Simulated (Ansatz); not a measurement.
The same path of CH$_{9}$BSn$_{2}$ (13 atoms, charge 0, multiplicity 1) was run twice with different band settings. The coordinate that changes most is the dihedral Sn4–Sn2–C3–H8.

Computed with RKS LDA/def2-SVP (Ansatz 0.2.0).

Relaxed end points:

```xyz
13
Properties=species:S:1:pos:R:3
B -1.163 1.118 -0.885
Sn 0.878 0.878 -0.254
C 1.560 0.418 1.725
Sn -1.293 -1.211 -0.862
H -1.299 1.457 -2.048
H -1.908 1.508 -0.002
H 2.192 0.402 -1.290
H 0.759 0.604 2.466
H 2.441 1.049 1.963
H 1.872 -0.647 1.763
H -1.696 -1.783 -2.429
H -2.455 -1.703 0.303
H 0.133 -2.124 -0.433
```

```xyz
13
Properties=species:S:1:pos:R:3
B -0.955 1.268 -0.934
Sn 1.022 0.679 -0.332
C 1.676 0.204 1.654
Sn -1.531 -0.987 -0.741
H -1.060 1.548 -2.115
H -1.585 1.849 -0.067
H 2.180 -0.105 -1.369
H 1.841 -0.891 1.733
H 0.926 0.530 2.401
H 2.641 0.718 1.849
H -2.117 -1.549 -2.253
H -2.715 -1.152 0.492
H -0.303 -2.145 -0.302
```

Common settings: spring 5.0 eV/Å²; optimiser quadratic models (default); start path IDPP; force threshold 0.03 eV/Å; iteration limit 60; end points relaxed.

| run | movable images | climbing image |
| --- | --- | --- |
| 1 | 5 | yes |
| 2 | 4 | no |

What does each run give, and how far can it be trusted?

Run 1: converged after 5 iterations, highest image 0.018 eV above the first end. A vibrational analysis at the climbing image gives one clearly imaginary mode, 83i cm⁻¹: a first-order saddle point.
Run 2: converged after 5 iterations, highest image 0.017 eV above the first end. No image climbed, so the highest image needn't sit at the top of the path.
